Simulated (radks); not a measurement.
Results of a calculation; reference values are marked as such.
How relativity changes the ionisation of neutral sulfur ([Ne] 3s2 3p4) to S+ ([Ne] 3s2 3p3). Spin-unpolarised spherical Kohn-Sham, PBE, point nucleus unless stated (finite: rms radius 3.2611 fm), a radial shooting solver on a logarithmic mesh with Libxc functionals. A level marked "c x" has the speed of light scaled by that factor and shares open shells by 2j + 1; other Dirac levels either fill j = l - 1/2 first or share by 2j + 1.

level,E(S) (hartree),E(S+) (hartree),IE (eV),HOMO,<r> HOMO (bohr)
non-rel.,-397.91481,-397.48182,11.782,3p,2.072
scalar-rel.,-399.04592,-398.61342,11.769,3p,2.072
"scalar-rel., finite nucleus",-399.04554,-398.61304,11.769,3p,2.072
"Dirac, 2j+1 shares",-399.04688,-398.61438,11.769,3p3/2,2.075
"Dirac, low j first",-399.04893,-398.61801,11.726,3p3/2,2.076
"Dirac, 2j+1 shares, finite nucleus",-399.04651,-398.61400,11.769,3p3/2,2.075
"Dirac, c x 0.85",-399.48577,-399.05345,11.764,3p3/2,2.076
"Dirac, c x 1.5",-398.41608,-397.98330,11.776,3p3/2,2.073
"Dirac, c x 3",-398.03985,-397.60691,11.781,3p3/2,2.072

NIST Atomic Spectra Database: 10.360 eV (measured). The relativistic part of the total energy of S is -1.132 hartree (Dirac, 2j+1 shares, finite nucleus), 0.28 % of the non-relativistic value. Spin polarisation and multiplet splitting of open shells are left out at every level.

Beside tabulated values, note that spin-unpolarised runs miss the spin-polarisation part of the exchange energy of open shells.
